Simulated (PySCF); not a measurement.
Predicted microwave data (PBE0/pcSseg-1 in PySCF (dipole) on a GFN2-xTB geometry, gas phase) for one isomer of C7H12N2O:

| Property | Result |
| --- | --- |
| Rotational constants | A = 1793, B = 1141, C = 734.4 MHz |
| Dipole components | \|μa\| = 0.53 D, \|μb\| = 2.96 D, \|μc\| = 0.91 D |
| Inertial defect | -36.61 u·Å² |
| κ | -0.23 |

Question: Which candidate fits, each taken in the one conformer that was computed?
A. `[CH3:1][O:2][c:3]1[cH:4][cH:5][n:6][n:7]1[CH:8]([CH3:9])[CH3:10]` with C1–O2–C3–C4 0°, N6–N7–C8–C9 61°
B. `[CH2:1]=[CH:2][C:3]1=[N:4][N:5]([CH3:6])[CH2:7][C@@H:8]1[O:9][CH3:10]` with C1–C2–C3–N4 179°, C7–C8–O9–C10 79°
C. `Cc1nnc(C(C)(C)C)o1`
D. `[CH3:1][C:2](=[O:3])[NH:4][C@@H:5]1[CH:6]=[N:7][CH2:8][CH2:9][CH2:10]1` with C1–C2–N4–C5 -177°, C2–N4–C5–C6 -129°, N4–C5–C6–N7 -144°, C6–N7–C8–C9 -12°, N7–C8–C9–C10 43°, C8–C9–C10–C5 -61°
E. `[CH2:1]=[C:2]([CH3:3])[C@@H:4](/[CH:5]=[N:6]/[CH3:7])[NH:8][CH:9]=[O:10]` with C1–C2–C4–C5 -49°, C2–C4–C5–N6 114°, C2–C4–N8–C9 82°, C4–N8–C9–O10 -2°

Answer: B. It is C=CC1=NN(C)C[C@@H]1OC, an asymmetric top, point group C1. The candidates at the same level (rigid rotor, commonest isotopes):

| SMILES | A (MHz) | B (MHz) | C (MHz) | μa (D) | μb (D) | μc (D) | Δ (u·Å²) | point group | rotor |
| --- | --- | --- | --- | --- | --- | --- | --- | --- | --- |
| CC(=O)N[C@@H]1C=NCCC1 | 3333 | 695.6 | 650.6 | 0.15 | 0.09 | 3.31 | -101.34 | C1 | near-prolate asymmetric top |
| C=C(C)[C@@H](/C=N/C)NC=O | 1808 | 926.8 | 696.4 | 3.83 | 1.19 | 0.22 | -99.10 | C1 | asymmetric top |
| COc1ccnn1C(C)C | 1967 | 1095 | 832.1 | 1.98 | 1.99 | 0.00 | -111.25 | Cs | asymmetric top |
| Cc1nnc(C(C)(C)C)o1 | 2795 | 905.6 | 808.5 | 0.54 | 3.50 | 0.00 | -113.79 | Cs | near-prolate asymmetric top |
| C=CC1=NN(C)C[C@@H]1OC | 1793 | 1141 | 734.4 | 0.53 | 2.96 | 0.91 | -36.61 | C1 | asymmetric top |

`C=C(C)[C@@H](/C=N/C)NC=O` has B 19 % too low; `COc1ccnn1C(C)C` has C 13 % too high; `CC(=O)N[C@@H]1C=NCCC1` has A 86 % too high; `Cc1nnc(C(C)(C)C)o1` has A 56 % too high. No structure here is proved a minimum.
